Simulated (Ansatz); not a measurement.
Consider the redistribution: `ClC[SiH2][SbH2]` + `N[SiH2]S` → `N[SiH2][SbH2]` + `S[SiH2]CCl`.

Calculated with Ansatz (gas phase, PBE0-D4/def2-TZVP geometries, no zero-point term in ΔE). CCSD(T)/CBS is the MP2 limit (def2-TZVPP, def2-QZVPP) plus CCSD(T) − MP2 in def2-TZVPP, frozen cores. Functionals use def2-TZVPP. def2 core potentials past Kr. For Sb outer-core shells are correlated without core-valence functions, which leaves a few kJ/mol of doubt a bond. One conformer a species, not always the lowest.

```
        level  ΔE (eV)
       r2SCAN     0.09
MP2/CBS(def2)     0.12
```

Task: What does CCSD(T)/CBS give? (Best estimate.)

Result: The calculation gave: +0.11 eV. The listed levels differ from it by -0.02, 0.01 eV.

Largest T1 diagnostic among the species: 0.013.
